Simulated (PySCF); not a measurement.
A GIAO shielding run with PySCF 2.14 (density fitting, non-relativistic, gas phase) on `B(C#CC)(F)F`, C3H3BF2:

```
{"job": {"kind": "nmr", "xc": "B97-2", "basis": "pcSseg-2", "pop": false}, "charge": 0, "multiplicity": 1}
C     -1.559229     0.152770     0.119388
C     -0.111331     0.121278     0.140797
C      1.106081     0.092277     0.158167
B      2.623390     0.053911     0.157110
F      3.278569    -0.953289    -0.386998
F      3.344818     1.023065     0.688251
H     -1.974348    -0.756962     0.580103
H     -1.948364     1.026132     0.664270
H     -1.927814     0.201122    -0.917070
```

Hardware: 1 thread of an Arm Neoverse V2, shared host.

Question: How large is the calculation?

Answer: 44 electrons, 258 basis functions and 684 auxiliary functions.

Question: How long does it take?

Answer: 20 s of wall time, with 14 SCF cycles and 5 response iterations. Times on a shared host scatter by some tens of per cent.

Question: And these other runs on the same molecule and hardware: GIAO shielding at PBE0/pcSseg-1; spin–spin coupling at B3LYP/pcJ-1?

Answer: PBE0/pcSseg-1: 117 functions, 6.5 s; B3LYP/pcJ-1: 192 functions, 34 s.
